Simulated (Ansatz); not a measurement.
C2H7FN2Si can be A, `C=C[Si](N)(N)F`, or B, `C=NC(F)[SiH2]N`.

Gas-phase electronic energies from Ansatz, PBE0-D4/def2-TZVP geometries. CCSD(T)/CBS is the MP2 limit (def2-TZVPP, def2-QZVPP) plus CCSD(T) − MP2 in def2-TZVPP, frozen cores. DFT in def2-TZVPP. B3LYP here is the variant with VWN-RPA as its local correlation; programs differ in this. Each species was taken in one conformer, which may not be the lowest.

**Question.** Which is lower in electronic energy at CCSD(T)/CBS, and by how much? (An estimate is asked.)

**Answer.** Ansatz gave: A, by 385.8 kJ/mol.

**Question.** Give E(B) − E(A) in kJ/mol with r2SCAN-D4, HF/def2-TZVPP, B3LYP-D4, B2PLYP, CCSD(T)/def2-TZVPP, CCSD/def2-TZVPP, B3LYP. (Best estimate.)

**Answer.** Ansatz gave: r2SCAN-D4 367.9, HF/def2-TZVPP 385.6, B3LYP-D4 364.0, B2PLYP 373.3, CCSD(T)/def2-TZVPP 375.6, CCSD/def2-TZVPP 380.3, B3LYP 361.9. None reverses the order clearly.

Largest T1 diagnostic: 0.013.

From PBE to PBE0 (25 % exact exchange), in def2-TZVPP and without D4, E(B) − E(A) moves by +19.5 kJ/mol.
